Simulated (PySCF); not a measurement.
Species: C3H8GeO.
Cartesian coordinates in Å at the PBE0-D3(BJ)/def2-SVP level; atoms count from 1:
```
atom  x, y, z in Å
C1     2.0520    0.9828   -0.1857
C2     1.4082    0.0585    0.5336
Ge3    0.1856   -1.2130   -0.2672
O4    -1.4593   -0.9756    0.3878
C5    -2.1213    0.2389    0.1880
H6     2.7460    1.6993    0.2687
H7     1.9180    1.0670   -1.2706
H8     1.5741    0.0175    1.6173
H9     0.1697   -0.9688   -1.7943
H10    0.5088   -2.6683    0.0960
H11   -1.5562    1.1065    0.5811
H12   -2.3333    0.4361   -0.8816
H13   -3.0875    0.2021    0.7168
```

Computed, not measured: PySCF, PBE0-D3(BJ)/def2-SVP geometry optimisation, gas phase.

Take the most abundant isotopes and a rigid rotor. The values belong to one conformer with, in the numbering `[CH2:1]=[CH:2][GeH2:3][O:4][CH3:5]`, C1–C2–Ge3–O4 -117°, C2–Ge3–O4–C5 62°.

(1) Give the principal moments of inertia and the rotational constants in cm⁻¹.

(2) Classify the top.

(3) Is it planar, by Δ = Ic − Ia − Ib?

(4) Give the other two planar moments, Paa and Pbb, and the rms extents of the mass along the axes.

(5) Predict some low-J microwave lines.

(6) Estimate the classical rotational partition function at 100 K, 200 K and 298.15 K.

Answers

(1) Ia = 102.44, Ib = 221.93, Ic = 291.21 u·Å²; 505379 MHz·u·Å²/I gives 4934, 2277 and 1735 MHz, that is A = 0.16456, B = 0.07596, C = 0.05789 cm⁻¹.

(2) An asymmetric top: κ = (2 × 2277 − 4934 − 1735)/(4934 − 1735) = -0.66.

(3) Not planar: Δ = Ic − Ia − Ib = -33.16 u·Å². For a rigid frame Δ = −2 Σ m c², so Σ m c² = 16.58 u·Å² lies off the ab plane: 9.29 from hydrogen and 7.28 from heavier atoms. The atom farthest from that plane is 1.65 Å away.

(4) Paa = Σ m a² = (Ib + Ic − Ia)/2 = 205.35 and Pbb = Σ m b² = (Ia + Ic − Ib)/2 = 85.86 u·Å². With the mass M = 133.98 u, the rms extents √(P/M) along a, b and c are 1.24, 0.80, 0.35 Å.

(5) The dipole components are |μa| = 1.44 D, |μb| = 0.89 D, |μc| = 0.55 D. Intensities carry the squares of the components, which stand as 1.00 : 0.38 : 0.15 (a : b : c). Some lines, for components of 0.1 D or more:

```csv
type,branch,"J(Ka,Kc)",MHz,lower level (cm⁻¹)
a,Q,"1(1,0) ← 1(1,1)",542,0.222
a,Q,"2(1,1) ← 2(1,2)",1625,0.472
c,Q,"2(1,2) ← 2(0,2)",2189,0.399
c,Q,"1(1,1) ← 1(0,1)",2656,0.134
b,Q,"1(1,0) ← 1(0,1)",3198,0.134
b,Q,"2(1,1) ← 2(0,2)",3815,0.399
a,R,"1(0,1) ← 0(0,0)",4013,0.000
b,R,"2(0,2) ← 1(1,1)",5294,0.222
b,R,"1(1,1) ← 0(0,0)",6669,0.000
c,R,"1(1,0) ← 0(0,0)",7211,0.000
a,R,"2(1,2) ← 1(1,1)",7484,0.222
a,R,"2(0,2) ← 1(0,1)",7951,0.134
c,Q,"2(2,1) ← 2(1,1)",7969,0.526
b,Q,"2(2,0) ← 2(1,1)",8044,0.526
a,R,"2(1,1) ← 1(1,0)",8567,0.241
b,Q,"2(2,1) ← 2(1,2)",9594,0.472
b,R,"2(1,2) ← 1(0,1)",10140,0.134
c,R,"2(1,1) ← 1(0,1)",11765,0.134
b,R,"2(2,1) ← 1(1,0)",16536,0.241
c,R,"2(2,0) ← 1(1,0)",16611,0.241
c,R,"2(2,1) ← 1(1,1)",17078,0.222
b,R,"2(2,0) ← 1(1,1)",17152,0.222
```

(6) Point group C1, symmetry number σ = 1; q = (√π/σ)·√((kT/h)³/(ABC)), k/h = 20836.6 MHz/K: 38200 at 100 K, 108000 at 200 K, 197000 at 298.15 K.

No frequency check. Zero-point vibration and centrifugal distortion are left out. A rigid rotor knows nothing of internal rotation, which can split or shift real lines.
